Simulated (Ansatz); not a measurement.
Consider the isomerisation: `O=[C](S)[GaH2]` → `[OH][Ga]1[CH2][S]1`.

Gas-phase electronic energies from Ansatz, PBE0-D4/def2-TZVP geometries. CCSD(T)/CBS is the MP2 limit (def2-TZVPP, def2-QZVPP) plus CCSD(T) − MP2 in def2-TZVPP, frozen cores. Functionals use def2-TZVPP. For Ga outer-core shells are correlated without core-valence functions, which leaves a few kJ/mol of doubt a bond. Scalar relativity is left out up to krypton. One conformer a species, not always the lowest.

```json
{"level": "PBE", "ΔE (eV)": "-1.13"}
{"level": "BHLYP", "ΔE (eV)": "-1.21"}
{"level": "HF/def2-TZVPP", "ΔE (eV)": "-1.09"}
{"level": "CCSD/CBS(def2)", "ΔE (eV)": "-1.44"}
```

(1) What does CCSD(T)/CBS give? (An estimate is asked.)

Largest T1 diagnostic among the species: 0.017.

## Answers

(1) Ansatz gave: -1.43 eV. The listed levels differ from it by 0.30, 0.22, 0.34, -0.01 eV.

In def2-TZVPP, CCSD(T) changes the Hartree–Fock value by −0.27 eV (the triples alone add +0.00 eV) and MP2 by −0.46 eV. From PBE to PBE0 (25 % exact exchange), in def2-TZVPP and without D4, ΔE moves by −0.16 eV. At CCSD(T), def2-SVP lies +0.38 eV from the extrapolated value and def2-TZVPP +0.08 eV.
